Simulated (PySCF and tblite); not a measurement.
The numbers below are computed, except where a source is named.
**Rearrangement: stationary points, barriers and rates**

System: C7H9B, numbered as in [BH2:1][CH:2]1[CH:3]=[CH:4][CH:5]=[CH:6][CH:7]=[CH:8]1.

Motion: shift of B1 from C2 to C6. Geometries: PBE0-D3(BJ)/def2-SVP; energies: PBE0/pcSseg-1 + D3(BJ), IEF-PCM water; zero-point and thermal terms from GFN2-xTB harmonic modes (soft modes blended into free rotors). Rates follow Eyring's equation with the number of equivalent paths and no tunnelling. Shieldings: GIAO at the same DFT level; methyl-like tops are averaged, other torsions stay as in the two minima; line shapes leave out couplings. (PySCF 2.14 with density fitting, tblite 0.8.)

```tsv
point	symmetry	E(GFN2) kcal/mol	E(DFT) kcal/mol	ZPE change kcal/mol	lowest mode cm⁻¹	dipole D
start	Cs	0.0	0.0	0.00	224	2.46
saddle	Cs	8.9	9.8	-0.50	368i	4.19
end	Cs	0.0	0.0	0.00	224	2.46
```

```
Electronic barrier                                      : 9.8 kcal/mol
Barrier with zero-point energy                          : 9.3 kcal/mol
ΔH‡ (298 K)                                             : 8.9 kcal/mol
ΔS‡ (298 K, symmetry apart)                             : -2.5 cal/(mol K)
Paths                                                   : 2 equivalent paths
End point                                               : the same structure with atoms interchanged, or its mirror image
Mean lifetime of the start against this motion at 298 K : 990 ns
Cost                                                    : 3.8 min on 1 thread of Arm Neoverse V1, on a host shared with other jobs (rough), peak memory 1 GiB, launched as `OMP_NUM_THREADS=1 python ens_run.py task.json out`
```

| T/K | ΔG‡ kcal/mol | k s⁻¹ |
| --- | --- | --- |
| 200 | 9.5 | 375 |
| 250 | 9.6 | 4.5×10⁴ |
| 298 | 9.7 | 1×10⁶ |
| 350 | 9.8 | 1.1×10⁷ |
| 400 | 9.9 | 6.1×10⁷ |

ΔG and ΔG‡ leave out symmetry numbers and mirror images; rates count paths: 2 out.

Sites that the motion interchanges:

| nucleus | site | ppm | scale |
| --- | --- | --- | --- |
| ¹³C | C2 | 37.1 | δ against TMS |
| ¹³C | C3, C8 | 150.4 | δ against TMS |
| ¹³C | C4, C7 | 130.6 | δ against TMS |
| ¹³C | C5, C6 | 140.0 | δ against TMS |
| ¹H | H on C2 | 2.06 | δ against TMS |
| ¹H | H on C3, H on C8 | 6.45 | δ against TMS |
| ¹H | H on C4, H on C7 | 6.46 | δ against TMS |
| ¹H | H on C5, H on C6 | 6.95 | δ against TMS |

```json
{"nucleus": "¹³C", "sites": "C2 / C3, C8 / C4, C7 / C5, C6", "¹H MHz": "250", "spread Hz": "7123", "coalescence K": "236", "k there s⁻¹": "1.4×10⁴"}
{"nucleus": "¹³C", "sites": "C2 / C3, C8 / C4, C7 / C5, C6", "¹H MHz": "360", "spread Hz": "10257", "coalescence K": "240", "k there s⁻¹": "2×10⁴"}
{"nucleus": "¹³C", "sites": "C2 / C3, C8 / C4, C7 / C5, C6", "¹H MHz": "600", "spread Hz": "17095", "coalescence K": "246", "k there s⁻¹": "3.3×10⁴"}
{"nucleus": "¹H", "sites": "H on C2 / H on C3, H on C8 / H on C4, H on C7 / H on C5, H on C6", "¹H MHz": "250", "spread Hz": "1223", "coalescence K": "218", "k there s⁻¹": "2580"}
{"nucleus": "¹H", "sites": "H on C2 / H on C3, H on C8 / H on C4, H on C7 / H on C5, H on C6", "¹H MHz": "360", "spread Hz": "1760", "coalescence K": "221", "k there s⁻¹": "3730"}
{"nucleus": "¹H", "sites": "H on C2 / H on C3, H on C8 / H on C4, H on C7 / H on C5, H on C6", "¹H MHz": "600", "spread Hz": "2934", "coalescence K": "226", "k there s⁻¹": "6190"}
```
